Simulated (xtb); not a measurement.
xtb input (GFN1-xTB):

```bash
xtb mol.xyz --gfn 1 --sp --chrg 0 --uhf 0
```
mol.xyz:
```
14

C     -0.76300776     1.54427050    -1.12092425
Ge    -0.05609576    -0.07139958    -0.27315456
C      1.64895917    -0.64283474    -1.04456716
C     -1.37081299    -1.51857536    -0.19550964
Cl     0.37300871     0.47477148     1.81634101
H     -0.99877760     1.34288966    -2.16717681
H     -1.66887684     1.86806873    -0.61019941
H     -0.02582008     2.34455884    -1.07217126
H      2.04112329    -1.49605731    -0.49274971
H      1.50783967    -0.93004192    -2.08782332
H      2.37182987     0.17043585    -0.99626741
H     -1.63043431    -1.84014833    -1.20544710
H     -2.27307426    -1.17659665     0.30972210
H     -0.96072406    -2.36659970     0.35126796
```

End of the output:

```
         :::::::::::::::::::::::::::::::::::::::::::::::::::::
         ::                     SUMMARY                     ::
         :::::::::::::::::::::::::::::::::::::::::::::::::::::
         :: total energy             -17.158171625088 Eh    ::
         :: gradient norm              0.014079694520 Eh/a0 ::
         :: HOMO-LUMO gap              6.926372058163 eV    ::
         ::.................................................::
         :: SCC energy               -17.329927686816 Eh    ::
         :: -> electrostatic           0.010117310008 Eh    ::
         :: repulsion energy           0.177163760757 Eh    ::
         :: dispersion energy         -0.005407699029 Eh    ::
         :: halogen bond corr.         0.000000000000 Eh    ::
         :: add. restraining           0.000000000000 Eh    ::
         :: total charge               0.000000000000 e     ::
         :::::::::::::::::::::::::::::::::::::::::::::::::::::

           -------------------------------------------------
          |                Property Printout                |
           -------------------------------------------------

    * Orbital Energies and Occupations

         #    Occupation            Energy/Eh            Energy/eV
      -------------------------------------------------------------
         1        2.0000           -0.8894728             -24.2038
       ...           ...                  ...                  ...
         4        2.0000           -0.6212834             -16.9060
         5        2.0000           -0.5824923             -15.8504
         6        2.0000           -0.5280945             -14.3702
         7        2.0000           -0.5242499             -14.2656
         8        2.0000           -0.5242499             -14.2656
         9        2.0000           -0.5192748             -14.1302
        10        2.0000           -0.5192748             -14.1302
        11        2.0000           -0.5131217             -13.9628
        12        2.0000           -0.4739699             -12.8974
        13        2.0000           -0.4739699             -12.8974
        14        2.0000           -0.4710350             -12.8175
        15        2.0000           -0.4364117             -11.8754
        16        2.0000           -0.4364117             -11.8754 (HOMO)
        17                         -0.1818722              -4.9490 (LUMO)
        18                         -0.1501874              -4.0868
        19                         -0.1371840              -3.7330
        20                         -0.1371840              -3.7330
        21                         -0.1307329              -3.5574
        22                         -0.1307329              -3.5574
        23                         -0.1113241              -3.0293
        24                         -0.1094079              -2.9771
        25                         -0.1094079              -2.9771
        26                         -0.0493312              -1.3424
        27                         -0.0387389              -1.0541
       ...                                ...                  ...
        48                          0.5427524              14.7690
      -------------------------------------------------------------
                  HL-Gap            0.2545395 Eh            6.9264 eV
             Fermi-level           -0.3091420 Eh           -8.4122 eV

  Mulliken/CM5 charges         n(s)   n(p)   n(d)
     1C    -0.17328 -0.30634   1.041  3.132  0.000
     2Ge    0.30230  0.21459   1.383  1.790  0.526
     3C    -0.17328 -0.30634   1.041  3.132  0.000
     4C    -0.17328 -0.30634   1.041  3.132  0.000
     5Cl   -0.19609 -0.18642   1.935  5.271 -0.010
     6H     0.04268  0.09545   0.957  0.000  0.000
     7H     0.04760  0.10075   0.952  0.000  0.000
     8H     0.04760  0.10075   0.952  0.000  0.000
     9H     0.04760  0.10075   0.952  0.000  0.000
    10H     0.04268  0.09545   0.957  0.000  0.000
    11H     0.04760  0.10075   0.952  0.000  0.000
    12H     0.04268  0.09545   0.957  0.000  0.000
    13H     0.04760  0.10075   0.952  0.000  0.000
    14H     0.04760  0.10075   0.952  0.000  0.000

Wiberg/Mayer (AO) data.
largest (>0.10) Wiberg bond orders for each atom

 ---------------------------------------------------------------------------
     #   Z sym  total        # sym  WBO       # sym  WBO       # sym  WBO
 ---------------------------------------------------------------------------
     1   6 C    3.978 --     6 H    0.961     7 H    0.960     8 H    0.960
                             2 Ge   0.952
     2  32 Ge   4.282 --     5 Cl   1.170     1 C    0.952     3 C    0.952
                             4 C    0.952
     3   6 C    3.978 --    10 H    0.961     9 H    0.960    11 H    0.960
                             2 Ge   0.952
     4   6 C    3.978 --    12 H    0.961    13 H    0.960    14 H    0.960
                             2 Ge   0.952
     5  17 Cl   1.304 --     2 Ge   1.170
     6   1 H    1.001 --     1 C    0.961
     7   1 H    1.000 --     1 C    0.960
     8   1 H    1.000 --     1 C    0.960
     9   1 H    1.000 --     3 C    0.960
    10   1 H    1.001 --     3 C    0.961
    11   1 H    1.000 --     3 C    0.960
    12   1 H    1.001 --     4 C    0.961
    13   1 H    1.000 --     4 C    0.960
    14   1 H    1.000 --     4 C    0.960
 ---------------------------------------------------------------------------

Topologies differ in total number of bonds
Writing topology from bond orders to xtbtopo.mol

 dipole moment from electron density (au)
     X       Y       Z
  -0.2664  -0.3391  -1.2972  total (Debye):    3.475

           -------------------------------------------------
          | TOTAL ENERGY              -17.158171625088 Eh   |
          | GRADIENT NORM               0.014079694520 Eh/α |
          | HOMO-LUMO GAP               6.926372058163 eV   |
           -------------------------------------------------

------------------------------------------------------------------------
------------------------------------------------------------------------
 total:
 SCF:
Note: The following floating-point exceptions are signalling: IEEE_DENORMAL
normal termination of xtb
```
